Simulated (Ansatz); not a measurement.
`C[SiH2]C(=N)Cl` + H₂ → `N=C([SiH3])Cl` + CH₄ at 298.15 K and 1 bar (hydrogenolysis of the Si–C bond).

Program: Ansatz. Geometries: PBE0-D4/def2-TZVP. ΔE: electronic, gas phase. CCSD(T)/CBS is the MP2 limit (def2-TZVPP, def2-QZVPP) plus CCSD(T) − MP2 in def2-TZVPP, frozen cores. This one scheme is used for every species. One conformer a species, not always the lowest.

| species | CCSD(T)/CBS energy (Eh) | H − E (kJ/mol) | S (J/(mol·K)) |
| --- | --- | --- | --- |
| `C[SiH2]C(=N)Cl` | -883.26910 | 220.5 | 356.8 |
| H₂ | -1.17544 | 35.1 | 130.4 |
| `N=C([SiH3])Cl` | -843.98946 | 139.8 | 318.2 |
| CH₄ | -40.46206 | 127.4 | 186.2 |

H − E and S are ideal-gas, rigid-rotor, harmonic terms from PBE0-D4/def2-TZVP, for one conformer and one mirror image of each species. For small species the MP2-based limit differs from directly extrapolated CCSD(T) by up to some mEh (0.8 for H₂); such offsets cancel only in part. 1 Eh = 2625.50 kJ/mol, R = 8.31446 J/(mol·K).

Task: By hand: ΔE, ΔH, ΔS and ΔG.

Result: ΔE = (-843.98946) + (-40.46206) − (-883.26910) − (-1.17544) = -0.00698 Eh = -18.3 kJ/mol. Δ(H − E) = 139.8 + 127.4 − 220.5 − 35.1 = 11.6, so ΔH = -6.7 kJ/mol. ΔS = 318.2 + 186.2 − 356.8 − 130.4 = 17.2 J/(mol·K). ΔG = -6.7 − 298.15 × (17.2)/1000 = -11.8 kJ/mol.

Task: By hand: the equilibrium constant, and the temperature at which ΔG would vanish if ΔH and ΔS stayed fixed.

Result: log₁₀ K = −ΔG/(RT ln 10) = 2.1. ΔH and −TΔS have one sign here, so there is no such temperature.

TΔS isn't small against ΔH here. A doubt of 5 kJ/mol in ΔE shifts log₁₀ K by 0.9 here. Other conformers and mirror images would add mixing entropy, several J/(mol·K) or more a flexible species. Modes under 60 cm⁻¹, often nearly free rotors, make the harmonic entropy too high. These are equilibria of isolated gas molecules and say nothing of rates. Largest T1 diagnostic: 0.013 (customary marks: 0.02 for closed shells, 0.045 for open ones).
